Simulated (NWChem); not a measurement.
Molecule: silacyclobutane (C₃H₈Si); SMILES [SiH2]1CCC1

```xyz
12

C     -0.1939     1.3395     0.0000
C      0.1580     0.4158    -1.1982
Si    -0.0693    -1.0380     0.0000
C      0.1580     0.4158     1.1982
H      0.3197     2.3160     0.0000
H     -1.2761     1.5503     0.0000
H      1.2172     0.5213    -1.4850
H     -0.4572     0.5257    -2.1023
H     -1.4563    -1.6006     0.0000
H      0.9021    -2.1780     0.0000
H      1.2172     0.5213     1.4850
H     -0.4572     0.5257     2.1023
```
Atoms are numbered in this order, from 1.

Results from NWChem. Structure relaxed at the PBE0/def2-SVP level. Level: PBE0/def2-SVP with SMD (1 M gas to 1 M solution), gas-phase geometry. Reactions with the solvent are ignored.

For solvent toluene:

- solvation free energy (kcal/mol) = -2.2
- cavity-dispersion-structure term (kcal/mol) = -1.7
- dipole in solution (D) = 0.57

What are these values for solvent water?


| Quantity | Value |
|---|---|
| solvation free energy (kcal/mol) | 2.0 |
| cavity-dispersion-structure term (kcal/mol) | 2.9 |
| dipole in solution (D) | 0.67 |
